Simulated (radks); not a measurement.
The numbers below are computed, except where a source is named.
The thallium ion Tl+, 80 electrons, occupied as [Kr] 4d10 4f14 5s2 5p5.5 5d10 6s2 6d0.5 (fractional occupations, a model configuration). Code: a radial shooting solver on a logarithmic mesh with Libxc functionals. Model: scalar-relativistic Kohn-Sham, PBEsol, spin-polarised, spherical densities, finite nucleus; open shells are filled with parallel spins first (spin-orbit coupling, left out, can overturn this in heavy ions); Fermi nuclear charge, rms radius 5.4759 fm.

Unscreened Slater integrals over Kohn-Sham orbitals (hartree). They are taken over the spin-up orbitals. Empty in this configuration: 6p.

F0(6d,6d): 0.14873
F2(6d,6d): 0.079344
F4(6d,6d): 0.052344
F0(6d,6s): 0.18775
G2(6d,6s): 0.018772
F0(6d,5d): 0.19284
F2(6d,5d): 0.024460
F4(6d,5d): 0.0085095
G0(6d,5d): 0.0046494
G2(6d,5d): 0.0055451
G4(6d,5d): 0.0044283
F0(6d,5p): 0.19487
F2(6d,5p): 0.017306
G1(6d,5p): 0.0080190
G3(6d,5p): 0.0054725
F0(6d,6p): 0.18231
F2(6d,6p): 0.067748
G1(6d,6p): 0.059583
G3(6d,6p): 0.036772
F0(6s,6s): 0.39242
F0(6s,5d): 0.46488
G2(6s,5d): 0.10222
F0(6s,5p): 0.48621
G1(6s,5p): 0.036206
F0(6s,6p): 0.33114
G1(6s,6p): 0.19864
F0(5d,5d): 0.67097
F2(5d,5d): 0.34851
F4(5d,5d): 0.23164
F0(5d,5p): 0.75847
F2(5d,5p): 0.37886
G1(5d,5p): 0.45898
G3(5d,5p): 0.28496
F0(5d,6p): 0.36596
F2(5d,6p): 0.11154
G1(5d,6p): 0.046360
G3(5d,6p): 0.037958
F0(5p,5p): 0.89701
F2(5p,5p): 0.48359
F0(5p,6p): 0.37625
F2(5p,6p): 0.080700
G0(5p,6p): 0.013345
G2(5p,6p): 0.017925
F0(6p,6p): 0.29426
F2(6p,6p): 0.15797

Derived for the open shells (J is the average intra-shell exchange parameter used in DFT+U). 5p: J = F2/5 = 0.09672 hartree. 6d: Racah B = F2/49 - 5 F4/441 = 0.001026 hartree, C = 35 F4/441 = 0.004154 hartree, C/B = 4.05, F4/F2 = 0.660, J = (F2 + F4)/14 = 0.009406 hartree.
